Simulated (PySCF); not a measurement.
SnFI3, SMILES [F][Sn]([I])([I])[I]. Heavy atoms are numbered as in [F:1][Sn:2]([I:3])([I:4])[I:5].

Coordinates come from a B3LYP-D3(BJ)/def2-SVP optimisation. The structure was generated by enumeration; whether it is a known compound was not checked. The def2 effective core potentials stand for the cores of I, Sn; spin–orbit coupling is left out.

These are PBE/def2-TZVP run with PySCF values and carry that method's errors.

ESP charges are fitted to the potential on shells at 1.4 to 2.0 van der Waals radii. Atomic charges (e), one atom of each kind:

| atom | Löwdin | ESP fit |
|---|---|---|
| F1 | ___ | -0.13 |
| Sn2 | ___ | -0.09 |
| I3 | ___ | 0.07 |

### Question
Fill in the missing entries. (The exact figures need the calculation; the answer reports its results.)

### Answer

- F1, Löwdin: -0.22
- Sn2, Löwdin: -0.23
- I3, Löwdin: 0.15
